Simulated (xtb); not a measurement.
CHO2 (SMILES [O]C=O), doublet, at a GFN2-xTB geometry; GFN2-xTB run with xtb 6.7.1.

Input for xtb:
```
$ xtb mol.xyz --gfn 2 --uhf 1 --ohess --json

# file mol.xyz
4

O      1.15623491    -0.01312691     0.00983414
C     -0.02457140     0.19152173     0.00045866
O     -1.11548103    -0.30452915    -0.01059486
H     -0.17860263     1.39211811     0.00333384
```

The log (banner, timings and long lists left out):

```
   ID    Z sym.   atoms
    1    8 O      1, 3
    2    6 C      2
    3    1 H      4

           -------------------------------------------------
          |                Calculation Setup                |
           -------------------------------------------------

           -------------------------------------------------
          |                 G F N 2 - x T B                 |
           -------------------------------------------------

          ...................................................
          :                      SETUP                      :
          :.................................................:
          :  # basis functions                  13          :
          :  # atomic orbitals                  13          :
          :  # shells                            7          :
          :  # electrons                        17          :
          :  max. iterations                   250          :
          :  Hamiltonian                  GFN2-xTB          :
          :  restarted?                      false          :
          :  GBSA solvation                  false          :
          :  PC potential                    false          :
          :  electronic temp.          300.0000000     K    :
          :  accuracy                    1.0000000          :
          :  -> integral cutoff          0.2500000E+02      :
          :  -> integral neglect         0.1000000E-07      :
          :  -> SCF convergence          0.1000000E-05 Eh   :
          :  -> wf. convergence          0.1000000E-03 e    :
          :  Broyden damping             0.4000000          :
          :  net charge                          0          :
          :  unpaired electrons                  1          :
          ...................................................

 iter      E             dE          RMSdq      gap      omega  full diag
   1    -10.7692081 -0.107692E+02  0.600E+00    5.44       0.0  T
   2    -10.7841671 -0.149590E-01  0.293E+00    5.04       1.0  T
   3    -10.7844233 -0.256212E-03  0.148E+00    5.29       1.0  T
   4    -10.7854470 -0.102376E-02  0.146E-01    5.19       1.0  T
   5    -10.7854592 -0.121859E-04  0.537E-02    5.17       1.0  T
   6    -10.7854620 -0.274995E-05  0.321E-02    5.16       1.6  T
   7    -10.7854653 -0.330698E-05  0.155E-03    5.17      32.2  T
   8    -10.7854653 -0.509374E-08  0.463E-04    5.17     107.9  T
   9    -10.7854653 -0.126660E-09  0.570E-05    5.17     877.9  T

   *** convergence criteria satisfied after 9 iterations ***

         :::::::::::::::::::::::::::::::::::::::::::::::::::::
         ::                     SUMMARY                     ::
         :::::::::::::::::::::::::::::::::::::::::::::::::::::
         :: total energy             -10.699220341409 Eh    ::
         :: gradient norm              0.000016045574 Eh/a0 ::
         :: HOMO-LUMO gap              5.165162196365 eV    ::
         ::.................................................::
         :: SCC energy               -10.785465274244 Eh    ::
         :: -> isotropic ES            0.041224867366 Eh    ::
         :: -> anisotropic ES          0.003724723093 Eh    ::
         :: -> anisotropic XC         -0.001427168329 Eh    ::
         :: -> dispersion             -0.000903752306 Eh    ::
         :: repulsion energy           0.086244932835 Eh    ::
         :: add. restraining           0.000000000000 Eh    ::
         :: total charge              -0.000000000000 e     ::
         :::::::::::::::::::::::::::::::::::::::::::::::::::::

      -----------------------------------------------------------
     |                   =====================                   |
     |                        A N C O P T                        |
     |                   =====================                   |
     |               Approximate Normal Coordinate               |
     |                Rational Function Optimizer                |
[...]
 * total energy  :   -10.6992203 Eh     change       -0.2376765E-11 Eh
   *** GEOMETRY OPTIMIZATION CONVERGED AFTER 1 ITERATIONS ***
         :: total energy             -10.699220341411 Eh    ::
[...]
eigval :       -0.00     0.00     0.00     0.00     0.00     0.00
eigval :      644.54   778.18  1008.83  1216.94  1793.55  1980.39
 reduced masses (amu)
   1: 15.43   2: 15.26   3: 15.16   4: 14.49   5:  5.54   6: 14.75   7: 13.69   8:  8.85
   9:  2.28  10: 14.26  11:  2.47  12: 12.88
 IR intensities (km·mol⁻¹)
   1:  1.28   2:  1.85   3:  0.15   4:  1.00   5: 73.50   6:  5.77   7: 64.41   8:  6.34
   9: 21.17  10: 10.80  11:  5.72  12:393.24
 Raman intensities (Ä⁴*amu⁻¹)
   1:  0.00   2:  0.00   3:  0.00   4:  0.00   5:  0.00   6:  0.00   7:  0.00   8:  0.00
   9:  0.00  10:  0.00  11:  0.00  12:  0.00
 output can be read by thermo (or use thermo option).
 writing <g98.out> molden fake output.
 recommended (thermochemical) frequency scaling factor: 1.0
           -------------------------------------------------
          |             Thermodynamic Functions             |
           -------------------------------------------------

c2v symmetry found (for desy threshold:  0.10E+00) used in thermo

          ...................................................
          :                      SETUP                      :
          :.................................................:
          :  # frequencies                           6      :
          :  # imaginary freq.                       0      :
          :  linear?                             false      :
          :  only rotor calc.                    false      :
          :  symmetry                              c2v      :
          :  rotational number                       2      :
          :  scaling factor                  1.0000000      :
          :  rotor cutoff                   50.0000000 cm⁻¹ :
          :  imag. cutoff                  -20.0000000 cm⁻¹ :
          :.................................................:

    mode    ω/cm⁻¹     T·S(HO)/kcal·mol⁻¹    T·S(FR)/kcal·mol⁻¹   T·S(vib)
   ------------------------------------------------------------------------
   ------------------------------------------------------------------------

   temp. (K)  partition function   enthalpy   heat capacity  entropy
                                   cal/mol     cal/K/mol   cal/K/mol   J/K/mol
 298.15  VIB   1.08                  172.762      2.227      0.739
         ROT  0.298E+04              888.752      2.981     18.878
         INT  0.323E+04             1061.515      5.208     19.617
         TR   0.292E+27             1481.254      4.968     37.322
         TOT                        2542.7685    10.1760    56.9391   238.2331

       T/K    H(0)-H(T)+PV         H(T)/Eh          T*S/Eh         G(T)/Eh
   ------------------------------------------------------------------------
    298.15    0.405216E-02    0.209617E-01    0.270536E-01   -0.609189E-02
   ------------------------------------------------------------------------

         :::::::::::::::::::::::::::::::::::::::::::::::::::::
         ::                  THERMODYNAMIC                  ::
         :::::::::::::::::::::::::::::::::::::::::::::::::::::
         :: total free energy         -10.705312233441 Eh   ::
         ::.................................................::
         :: total energy              -10.699220341411 Eh   ::
         :: zero point energy           0.016909541235 Eh   ::
         :: G(RRHO) w/o ZPVE           -0.023001433264 Eh   ::
         :: G(RRHO) contrib.           -0.006091892030 Eh   ::
         :::::::::::::::::::::::::::::::::::::::::::::::::::::

optimized geometry written to: xtbopt.xyz

           -------------------------------------------------
          | TOTAL ENERGY              -10.699220341411 Eh   |
          | TOTAL ENTHALPY            -10.678258640695 Eh   |
          | TOTAL FREE ENERGY         -10.705312233441 Eh   |
          | GRADIENT NORM               0.000016205942 Eh/α |
          | HOMO-LUMO GAP               5.165160275025 eV   |
           -------------------------------------------------

normal termination of xtb
```
